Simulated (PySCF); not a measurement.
# Assigning NMR signals

Molfile (atoms numbered from 1):
```
C6H11OPSi
     RDKit          3D

 20 20  0  0  0  0  0  0  0  0999 V2000
    1.1365    0.2092    2.3730 O   0  0  0  0  0  0  0  0  0  0  0  0
    0.4227    0.2570    1.0916 P   0  0  0  0  0  5  0  0  0  0  0  0
    1.4981    0.6516   -0.3312 C   0  0  0  0  0  0  0  0  0  0  0  0
    2.8287   -0.6962   -0.4865 Si  0  0  0  0  0  4  0  0  0  0  0  0
   -0.9271    1.4590    1.0224 C   0  0  0  0  0  0  0  0  0  0  0  0
   -2.0150    1.2393    0.2991 C   0  0  0  0  0  0  0  0  0  0  0  0
   -2.2360    0.0234   -0.5478 C   0  0  0  0  0  0  0  0  0  0  0  0
   -1.5961   -1.2256   -0.0251 C   0  0  0  0  0  0  0  0  0  0  0  0
   -0.4618   -1.2562    0.6582 C   0  0  0  0  0  0  0  0  0  0  0  0
    0.8977    0.7482   -1.2332 H   0  0  0  0  0  0  0  0  0  0  0  0
    1.9493    1.6196   -0.1085 H   0  0  0  0  0  0  0  0  0  0  0  0
    3.5595   -0.8547    0.7638 H   0  0  0  0  0  0  0  0  0  0  0  0
    3.7304   -0.2692   -1.5614 H   0  0  0  0  0  0  0  0  0  0  0  0
    2.1771   -1.9519   -0.8775 H   0  0  0  0  0  0  0  0  0  0  0  0
   -0.8182    2.3345    1.6488 H   0  0  0  0  0  0  0  0  0  0  0  0
   -2.8207    1.9635    0.2872 H   0  0  0  0  0  0  0  0  0  0  0  0
   -1.8411    0.2232   -1.5518 H   0  0  0  0  0  0  0  0  0  0  0  0
   -3.3095   -0.1440   -0.6663 H   0  0  0  0  0  0  0  0  0  0  0  0
   -2.1274   -2.1439   -0.2454 H   0  0  0  0  0  0  0  0  0  0  0  0
   -0.0524   -2.1762    1.0536 H   0  0  0  0  0  0  0  0  0  0  0  0
  1  2  2  0
  2  3  1  0
  3  4  1  0
  2  5  1  0
  5  6  2  0
  6  7  1  0
  7  8  1  0
  8  9  2  0
  9  2  1  0
  3 10  1  0
  3 11  1  0
  4 12  1  0
  4 13  1  0
  4 14  1  0
  5 15  1  0
  6 16  1  0
  7 17  1  0
  7 18  1  0
  8 19  1  0
  9 20  1  0
M  END
```

Fast rotation and ring inversion assumed for equivalent nuclei, relativity neglected, gas phase, one conformer. Shielding tensors at PBE0/pcSseg-1 (GIAO); coordinates at the GFN2-xTB level; PySCF 2.14.

Scale: TMS for 13C (σ = 186.93 ppm), 1H (σ = 31.72 ppm) (reference shieldings calculated alike).

Task: Assign these signals to the numbered atoms. 13C{1H} NMR (computed): δ 147.4 (CH), 139.2 (CH), 33.4 (CH2), 16.7 (CH2).

Result: 
147.4 → C6/C8, alkene CH: the olefinic region
139.2 → C5/C9, alkene CH
33.4 → C7, allylic sp3 CH2: a saturated carbon with 2 carbon neighbours and no heteroatom attached
16.7 → C3, sp3 CH2 bonded to P and Si

Task: Assign these signals to the numbered atoms. 1H NMR (400 MHz, computed): δ 6.88 (m, 2H), 6.63 (m, 2H), 4.12 (m, 3H), 3.05 (m, 1H), 2.55 (m, 1H), 0.95 (m, 2H).

Result: 
| δ (ppm) | atoms | environment | reason |
| --- | --- | --- | --- |
| 6.88 | H16/H19 | hydrogen on an alkene CH | a vinylic proton, deshielded by the sp2 carbon and the C=C anisotropy |
| 6.63 | H15/H20 | hydrogen on an alkene CH | – |
| 4.12 | H12/H13/H14 | hydrogen on a silicon bonded to C | – |
| 3.05 | H18 | hydrogen on an allylic sp3 CH2 | allylic position |
| 2.55 | H17 | hydrogen on an allylic sp3 CH2 | – |
| 0.95 | H10/H11 | hydrogen on an sp3 CH2 bonded to P and Si | – |

Splittings by 31P in the carbon and heteronuclear signals aren't shown, as no couplings were computed. Shifts are as computed. Against solution values, carbons near 30 ppm lie about +3 ppm off and those near 130 ppm about +5 ppm. Of 1211 compounds with measured shifts, 218 miss one by over three times the rms of a fit or turn the order of signals round; such compounds aren't used in these exercises. No couplings were computed; multiplicities are counted from neighbouring protons, with m where these are inequivalent, close in shift, in a saturated or five-membered ring or joined by F or P, and br s for small geminal =CH2 splittings.
